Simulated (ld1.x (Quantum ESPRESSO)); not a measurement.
# Configuration tests for palladium (Pd) (TM)

```json
{
  "Element": "Pd (Z = 46)",
  "Generator": "ld1.x (Quantum ESPRESSO) 7.5",
  "Type": "norm-conserving Troullier–Martins (Kleinman–Bylander form)",
  "Functional": "LDA (PZ)",
  "Relativity": "scalar-relativistic",
  "Frozen core": "[Ar] 3d10",
  "Valence charge": "18",
  "Reference configuration": "4s2 4p6 4d10 5s0 5p0",
  "Partial waves": "4s (bound): rc 1.35 bohr; 4p (bound): rc 1.00 bohr; 4d (bound): rc 1.20 bohr",
  "Local potential": "all-electron potential smoothed inside 1.25 bohr (lloc = -1)",
  "Core correction": "Bessel-smoothed model core inside 0.50 bohr"
}
```

Energies are relative to the spin-unpolarised reference configuration 4s2 4p6 4d10 5s0 5p0; without spin polarisation the order of configurations can differ from experiment. Spin-polarised rows fill each open shell by Hund’s rule, majority spin first.

| valence configuration | charge | ΔE all-electron (eV) | error AE − PS (meV) |
| --- | --- | --- | --- |
| 4s2 4p6 4d8 5s0 5p0 | +2 | 30.470 | +2.6 |
| 4s2 4p6 4d7 5s0 5p0 | +3 | 65.065 | +9.5 |
| 4s2 4p6 4d9.5 5s0 5p0 | +0.5 | 3.370 | +0.4 |
| 4s2 4p6 4d9 5s1 5p0 | 0 | 1.436 | +487 |
| 4s2 4p5 4d10 5s0 5p0 | +1 | 57.340 | -28 |
| 4s2 4p6 4d8 5s1 5p0 | +1 | 13.796 | +790 |
| 4s2 4p6 4d9 5s0 5p0 (spin-polarised) | +1 | 9.244 | +4.0 |
| 4s2 4p6 4d8 5s0 5p0 (spin-polarised) | +2 | 29.835 | +18 |

Task: What are ΔE and the potential's error for 4s2 4p6 4d9 5s0 5p0?

Result: ΔE = 9.389 eV all-electron; the error (AE − PS) is +0.7 meV.
